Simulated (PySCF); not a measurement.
# One molecule, several mistakes: BCH5NSi

All numbers below are calculated, not measured. The program is PySCF 2.14.0, an open-source quantum chemistry code, run on an isolated molecule that a program drew, which may never have been made. The molecule is BCH5NSi (charge 0, doublet), drawn as the SMILES string `[BH]N[SiH]=C`.

Each row is a Hartree-Fock (HF) and frozen-core CCSD(T) single point in the cc-pV(D+d)Z basis, meant for a local HF minimum. Run 1 is clean. Each other run has one planted mistake out of seven kinds, and not every kind appears here: one electron removed, one electron added, multiplicity raised by two, geometry at a saddle point, minimal basis STO-3G, one bond length entered in bohr, all coordinates scaled. The reference is restricted for singlets and unrestricted otherwise, and also for a bond in bohr. Adding or removing an electron swaps singlet and doublet. Electrons count all cores. HOMO and LUMO are orbital energies over both spins, the gradient is its largest component, and the lowest frequency (negative if imaginary) is given only where the gradient is small. Bond lengths are over the 8 bonds as drawn. T1 is the CCSD diagnostic: over 0.02 (restricted) or 0.045 (unrestricted) a single reference is doubtful.

Geometry of the clean run:
```xyz
9
BCH5NSi, angstrom
B     2.3400    1.4187    2.0652
N     2.5392    0.0811    1.6939
Si    1.7927   -0.7799    0.3926
C     0.6640   -0.1988   -0.7112
H     2.8940    1.9545    2.9835
H     3.1942   -0.4470    2.2471
H     2.3076   -2.1554    0.3870
H     0.2765    0.8120   -0.7182
H     0.2842   -0.8648   -1.4778
```

| run | electrons | basis functions | <S^2> | HOMO (eV) | LUMO (eV) | gradient (hartree/bohr) | lowest frequency (cm^-1) | mean bond (Å) | longest bond (Å) | T1 | HF (hartree) | CCSD(T) (hartree) | mistake |
|---|---|---|---|---|---|---|---|---|---|---|---|---|---|
| 1 | 37 | 90 | 0.759 | -8.11 | 2.45 | 8.7e-06 | 92 | 1.3320 | 1.730 | 0.0173 | -408.79389 | -409.31639 | no fault |
| 2 | 37 | 29 | 1.227 | -4.93 | 8.30 | 4.6e-02 | - | 1.3320 | 1.730 | 0.0588 | -403.92359 | -404.16027 | minimal basis STO-3G |
| 3 | 37 | 90 | 0.755 | -8.35 | 2.62 | 3.9e-02 | - | 1.2800 | 1.662 | 0.0154 | -408.77790 | -409.29183 | all coordinates scaled |
| 4 | 37 | 90 | 1.722 | -7.66 | 2.43 | 2.3e-02 | - | 1.4523 | 2.046 | 0.0640 | -408.66082 | -409.17569 | ? |

**Which mistake was planted in run 4, and what did it cost?**

The mean bond changes by a factor of 1.090 and the longest by 1.183, so the molecule wasn't scaled as a whole. A length L in bohr read as angstrom grows by (1/0.5292 - 1) L = 0.890 L. The 8 bonds together grew by 8 x 0.1203 = 0.962 Å, which gives L = 1.082 Å. That is the length of one of the C-H bonds, 1.082 Å in the clean geometry. So the mistake is: one bond length entered in bohr. Subtracting run 1 and multiplying by 627.51 kcal/mol a hartree, the energy moved by 83.5 kcal/mol in HF and 88.3 kcal/mol in CCSD(T).

Cautions from the logs. Run 2: T1 is over the limit, so its CCSD(T) energy is less reliable; run 4: T1 is over the limit, so its CCSD(T) energy is less reliable.
